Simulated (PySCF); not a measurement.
**A series of derivatives of CCC[SiH2][SiH2]CF**

Parent skeleton `[CH3:1][CH2:2][CH2:3][SiH2:4][SiH2:5][CH2:6][F:7]`; one hydrogen on atom 2 is replaced by X. Hydrogens on one atom are averaged.

Non-relativistic Hamiltonian, no solvent, fast rotation and ring inversion assumed for equivalent nuclei, one computed conformer. GIAO PBE0/pcSseg-1 shieldings; coordinates at the GFN2-xTB level; PySCF.

References, each an isolated molecule treated in the same way: TMS for ¹³C (186.93 ppm), ²⁹Si (349.16 ppm), ¹H (31.72 ppm); ¹⁹F (170.95 ppm) against CFCl3.

Parent (X = H): C1 16.8, C2 25.7, C3 12.6, Si4 -72.4, Si5 -76.9, C6 77.9, F7 -292.6, H(C1) 1.05, H(C2) 1.67 ppm. Effects are Δδ = δ(X) − δ(H), positive for deshielding.

Task: Give Δδ (ppm) for X = CN, F, ethynyl, CH3, Cl, SH, OH, NH2.

Result: 
```
      X                      SMILES     C1     C2     C3    Si4   Si5    C6    F7  H(C1)  H(C2)
     CN  C[C@H](C#N)C[SiH2][SiH2]CF   +4.2   -1.3   +5.9   -0.7  +0.1  -0.1  +0.3  +0.31  +0.63
      F   C[C@@H](F)C[SiH2][SiH2]CF  +10.7  +68.4  +10.5   -8.2  +2.9  -0.6  +0.0  +0.44  +3.24
ethynyl  C#C[C@H](C)C[SiH2][SiH2]CF   +7.2   -0.2   +7.5   -6.5  -5.3  +1.1  -2.1  +0.17  +0.87
    CH3        CC(C)C[SiH2][SiH2]CF  +10.6   +5.1   +8.7   -6.2  -5.3  +1.3  -2.6  -0.06  +0.00
     Cl  C[C@@H](Cl)C[SiH2][SiH2]CF  +15.0  +37.9  +13.4   -5.8  -0.3  +1.6  -3.8  +0.49  +2.55
     SH    C[C@H](S)C[SiH2][SiH2]CF  +17.6  +17.4  +15.2   -6.9  -2.5  +1.6  -4.1  +0.45  +1.07
     OH    C[C@H](O)C[SiH2][SiH2]CF  +12.6  +42.3  +10.2  -10.8  +3.8  +1.8  -3.4  +0.21  +2.50
    NH2    C[C@H](N)C[SiH2][SiH2]CF  +17.1  +25.0  +10.7   -6.8  -2.6  +2.9  +1.3  +0.18  +1.16
```

Task: Which position responds most, and to which substituents?

Result: C2: from -1.3 ppm with CN to +68.4 ppm with F.

Unscaled 19F shifts against computed CFCl3 carry errors that often reach 10 to 50 ppm.
